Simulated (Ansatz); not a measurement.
A nudged elastic band was laid between two geometries of C₂H₆B₂O (11 atoms, charge 0, multiplicity 1).

Theory: UKS BLYP-D4/6-31G in Ansatz 0.2.0.

- movable images: 5
- climbing image: yes
- spring: 5.0 eV/Å²
- optimiser: quadratic models (default)
- start path: through a guess of the saddle point
- force threshold: 0.05 eV/Å
- iteration limit: 60
- end points: relaxed

First end point:

```xyz
11
Properties=species:S:1:pos:R:3
C -1.193 0.382 0.762
C 0.172 -0.206 0.353
B 1.327 0.586 -0.419
O 1.739 -0.504 -1.286
B 0.448 -1.082 -0.955
H -1.088 1.112 1.583
H -1.886 -0.407 1.104
H -1.677 0.903 -0.081
H 0.651 -0.732 1.206
H 1.714 1.707 -0.556
H -0.141 -1.815 -1.690
```

Last end point:

```xyz
11
Properties=species:S:1:pos:R:3
C -1.271 0.513 0.616
C 0.124 0.047 0.353
B 1.295 0.868 -0.273
O 1.176 -0.011 -1.354
B 0.547 -1.340 -0.330
H -1.300 1.383 1.295
H -1.917 -0.298 0.989
H -1.717 0.856 -0.342
H 1.482 -1.955 0.105
H 1.969 1.840 -0.148
H -0.324 -1.959 -0.891
```

(1) What changes between the two ends?

(2) What energy profile does the band end with?

(3) What is the geometry of the highest image?

The band took 16 iterations and roughly 5 core-minutes.

Answers

(1) Bonds broken: C2–H9. Bonds formed: B5–H9.

(2) The run converged. The highest image is number 3 of 0 to 6, 2.08 eV above the first end and 0.05 eV above the last; the last end lies 2.04 eV above the first. Beside the main top the profile has a ripple of under 15 meV (maxima at images 3, 5), which may be a very shallow well or noise. Neighbouring images differ by up to 1.2 eV, so the band resolves the path poorly. A vibrational analysis at the climbing image gives one clearly imaginary mode, 422i cm⁻¹: a first-order saddle point. The orbitals stay closed-shell, which can raise the energy where a bond breaks towards radicals; this wasn't checked here. Limits of this set-up: no polarisation functions.

| image | path coordinate (Å) | energy (eV) | C2–H9 (Å) | B5–H9 (Å) |
| --- | --- | --- | --- | --- |
| 0 | 0.00 | 0.00 | 1.11 | 2.20 |
| 1 | 0.57 | 0.19 | 1.12 | 1.96 |
| 2 | 1.15 | 1.42 | 1.40 | 1.51 |
| 3 | 1.72 | 2.08 | 1.98 | 1.27 |
| 4 | 2.41 | 2.04 | 2.35 | 1.22 |
| 5 | 3.10 | 2.05 | 2.39 | 1.21 |
| 6 | 3.79 | 2.04 | 2.43 | 1.20 |

(3) 
```xyz
11
Properties=species:S:1:pos:R:3
C -1.280 0.491 0.739
C -0.076 0.088 -0.008
B 1.319 0.786 -0.529
O 1.843 -0.345 -1.107
B 0.523 -1.201 -0.584
H -1.061 1.127 1.617
H -1.944 -0.341 1.021
H -1.848 1.155 0.047
H 0.725 -1.620 0.600
H 1.775 1.892 -0.509
H 0.089 -2.089 -1.265
```

Run time: 5.2 min on 1 thread of Arm Neoverse V1 (shared host), peak memory 0.14 GiB.
